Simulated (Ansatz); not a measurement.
`C[CH](C)[Mg][F]` + `CCS` → `CCSC(C)C` + `[F][MgH]`  (substitution at a C–Mg bond)

Program: Ansatz. Geometries: PBE0-D4/def2-TZVP. ΔE: electronic, gas phase. CCSD(T)/CBS is the MP2 limit (def2-TZVPP, def2-QZVPP) plus CCSD(T) − MP2 in def2-TZVPP, frozen cores. Functionals use def2-TZVPP. B3LYP here is the variant with VWN-RPA as its local correlation; programs differ in this. HSE06 is defined as in plane-wave codes. For Mg outer-core shells are correlated without core-valence functions, which leaves a few kJ/mol of doubt a bond. Each species was taken in one conformer, which may not be the lowest.

```tsv
level	ΔE (kJ/mol)	difference from CCSD(T)/CBS
LDA (SPW92)	-9.0	-4.6
PBE-D4	-2.5	1.9
revPBE-D4	-10.1	-5.7
r2SCAN-D4	-6.9	-2.5
B97M-V	-23.4	-19.0
PBE0-D4	-6.6	-2.2
r2SCANh-D4	-7.6	-3.2
r2SCAN0-D4	-8.6	-4.2
HSE06-D4	-5.7	-1.3
CAM-B3LYP-D4	-7.4	-3.0
ωB97X-V	-11.4	-7.0
ωB97M-V	-7.6	-3.2
B2PLYP	2.3	6.7
PBE-QIDH	-5.5	-1.1
PBE	6.3	10.7
revPBE	12.4	16.8
BLYP	14.6	19.0
r2SCAN	-4.2	0.2
PBE0	1.2	5.6
B3LYP	8.2	12.6
r2SCANh	-4.7	-0.3
r2SCAN0	-5.4	-1.0
HSE06	1.6	6.0
BHLYP	0.5	4.9
CAM-B3LYP	0.5	4.9
LC-ωPBE	-3.2	1.2
RPA@PBE/def2-TZVPP	-2.2	2.2
HF/def2-SVP	-0.6	3.8
MP2/def2-SVP	-3.4	1.0
CCSD/def2-SVP	-0.7	3.7
CCSD(T)/def2-SVP	-2.4	2.0
HF/def2-TZVPP	-6.3	-1.9
MP2/def2-TZVPP	-5.1	-0.7
SCS-MP2/def2-TZVPP	-4.0	0.4
CCSD/def2-TZVPP	-2.0	2.4
CCSD(T)/def2-TZVPP	-3.7	0.7
HF/def2-QZVPP	-7.2	-2.8
HF/CBS(def2)	-7.3	-2.9
MP2/CBS(def2)	-5.9	-1.5
CCSD/CBS(def2)	-2.8	1.6
CCSD(T)/CBS	-4.4	0
```

Largest T1 diagnostic among the species: 0.011.

From BLYP to BHLYP (50 % exact exchange), in def2-TZVPP and without D4, ΔE moves by −14.1 kJ/mol. Leaving LDA and LC-ωPBE aside and taking each functional with its dispersion term where it has one, the values spread over 25.7 kJ/mol, from B97M-V to B2PLYP. LDA lies −15.3 kJ/mol from PBE without D4. The D4 term adds −13.6 kJ/mol with B3LYP and −7.7 kJ/mol with PBE0; it sums over pairs of atoms, weighted by their polarisabilities, and B3LYP, whose exchange is more repulsive, gets the larger term.
